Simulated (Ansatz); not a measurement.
Program: Ansatz 0.2.0.

A structure relaxed at PBE0-D4/def2-TZVP, charge 0, multiplicity 1:

```xyz
14

N    -0.495    2.127   -0.145
Si   -1.408    0.716    0.142
O    -2.583    0.580   -0.986
O    -0.345   -0.528    0.108
Si    1.201   -0.922   -0.155
N     1.520   -2.356    0.674
F     2.080    0.324    0.352
H     0.454    2.191    0.190
H    -0.934    3.030   -0.204
H    -2.142    0.626    1.420
H    -2.322    0.733   -1.896
H     1.545   -1.066   -1.582
H     2.371   -2.875    0.543
H     1.059   -2.581    1.539
```

(1) Give its formula and SMILES.

(2) Point group (tolerance 0.08 Å, 0.16 Å for H)?

(3) Summarise the bond lengths by kind.

Results:

(1) FH7N2O2Si2, `N[Si@H](F)O[Si@@H](N)O`.

(2) C1.

(3) 2 × N–Si 1.687 to 1.705 Å; 4 × H–N 1.005 to 1.008 Å; 3 × O–Si 1.617 to 1.638 Å; 2 × H–Si 1.475 to 1.476 Å; 1 × H–O 0.959 Å; 1 × F–Si 1.607 Å.
